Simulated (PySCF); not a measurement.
C2H6S, charge +1, doublet, at a GFN2-xTB geometry (a state made from the parent by changing its charge; the spin is typed, not shown lowest); CAMB3LYP/def2-SV(P) (PySCF).

Input for PySCF:
```python
from pyscf import gto, scf, dft

mol = gto.M(
    atom='''
C     1.28089259    0.21169350    0.68335560
S     0.01499802    0.28322653   -0.56655118
C    -1.30390679   -0.64629964    0.18600725
H     1.54226619   -0.82365746    0.90480822
H     2.15771555    0.74065689    0.31689816
H     0.93231569    0.67887698    1.60539170
H    -0.98486767   -1.67128238    0.37976291
H    -2.15303809   -0.65232660   -0.49358934
H    -1.59627479   -0.19625504    1.13537012
''',
    basis='def2-sv(p)',
    charge=1,
    spin=1,
    verbose=4,
)

mf = dft.UKS(mol)
mf.xc = 'camb3lyp'
mf.kernel()
```

The log (banner, timings and long lists left out):

```
PySCF version 2.14.0

[INPUT] verbose = 4
[INPUT] num. atoms = 9
[INPUT] num. electrons = 33
[INPUT] charge = 1
[INPUT] spin (= nelec alpha-beta = 2S) = 1
[INPUT] symmetry False subgroup None
[INPUT] Mole.unit = angstrom
[INPUT] Symbol           X                Y                Z      unit          X                Y                Z       unit  Magmom
[INPUT]  1 C      1.280892590000   0.211693500000   0.683355600000 AA    2.420536190085   0.400042737351   1.291354929688 Bohr   0.0
[INPUT]  2 S      0.014998020000   0.283226530000  -0.566551180000 AA    0.028342150211   0.535220572911  -1.070626565749 Bohr   0.0
[INPUT]  3 C     -1.303906790000  -0.646299640000   0.186007250000 AA   -2.464026725061  -1.221329314005   0.351502759684 Bohr   0.0
[INPUT]  4 H      1.542266190000  -0.823657460000   0.904808220000 AA    2.914460710276  -1.556487019855   1.709839731055 Bohr   0.0
[INPUT]  5 H      2.157715550000   0.740656890000   0.316898160000 AA    4.077491444215   1.399638674372   0.598850731779 Bohr   0.0
[INPUT]  6 H      0.932315690000   0.678876980000   1.605391700000 AA    1.761821315735   1.282891564472   3.033750635650 Bohr   0.0
[INPUT]  7 H     -0.984867670000  -1.671282380000   0.379762910000 AA   -1.861130165239  -3.158265975011   0.717647892168 Bohr   0.0
[INPUT]  8 H     -2.153038090000  -0.652326600000  -0.493589340000 AA   -4.068652325857  -1.232718617769  -0.932748670605 Bohr   0.0
[INPUT]  9 H     -1.596274790000  -0.196255040000   1.135370120000 AA   -3.016522172648  -0.370868276166   2.145538576815 Bohr   0.0

nuclear repulsion = 111.919623715227
number of shells = 32
number of NR pGTOs = 108
number of NR cGTOs = 58
basis = def2-sv(p)
ecp = {}

******** <class 'pyscf.dft.uks.UKS'> ********
method = UKS
initial guess = minao
damping factor = 0
level_shift factor = 0
DIIS = <class 'pyscf.scf.diis.CDIIS'>
diis_start_cycle = 1
diis_space = 8
diis_damp = 0
SCF conv_tol = 1e-09
SCF conv_tol_grad = None
SCF max_cycles = 50
direct_scf = True
direct_scf_tol = 1e-13
number electrons alpha = 17  beta = 16
XC library pyscf.dft.libxc version 7.1.2
    S. Lehtola, C. Steigemann, M. J. T. Oliveira, and M. A. L. Marques,  SoftwareX 7, 1–5 (2018)
XC functionals = camb3lyp
    T. Yanai, D. P. Tew, and N. C. Handy,  Chem. Phys. Lett. 393, 51 (2004)
radial grids:
    Treutler-Ahlrichs [JCP 102, 346 (1995); DOI:10.1063/1.469408] (M4) radial grids

becke partition: Becke, JCP 88, 2547 (1988); DOI:10.1063/1.454033
pruning grids: <function nwchem_prune>
grids dens level: 3
symmetrized grids: False
atomic radii adjust function: <function treutler_atomic_radii_adjust>
small_rho_cutoff = 0
Set gradient conv threshold to 3.16228e-05
tot grids = 105968
init E= -477.898742795843

cycle= 1 E= -477.422161323883  delta_E= 0.477  |g|= 0.192  |ddm|= 1.95
cycle= 2 E= -477.441515537454  delta_E= -0.0194  |g|= 0.103  |ddm|= 0.424
cycle= 3 E= -477.447780493127  delta_E= -0.00626  |g|= 0.0193  |ddm|= 0.147
cycle= 4 E= -477.448140544709  delta_E= -0.00036  |g|= 0.00766  |ddm|= 0.0405
cycle= 5 E= -477.448194249669  delta_E= -5.37e-05  |g|= 0.00326  |ddm|= 0.00989
cycle= 6 E= -477.448209524923  delta_E= -1.53e-05  |g|= 0.000727  |ddm|= 0.00672
cycle= 7 E= -477.448210358656  delta_E= -8.34e-07  |g|= 0.000169  |ddm|= 0.00171
cycle= 8 E= -477.448210415404  delta_E= -5.67e-08  |g|= 4.25e-05  |ddm|= 0.000487
cycle= 9 E= -477.448210418871  delta_E= -3.47e-09  |g|= 1.26e-05  |ddm|= 0.000139
cycle= 10 E= -477.448210419239  delta_E= -3.68e-10  |g|= 3.02e-06  |ddm|= 5.19e-05
Extra cycle  E= -477.448210419255  delta_E= -1.64e-11  |g|= 1.42e-06  |ddm|= 7.29e-06
converged SCF energy = -477.448210419255  <S^2> = 0.75380184  2S+1 = 2.0037982
```
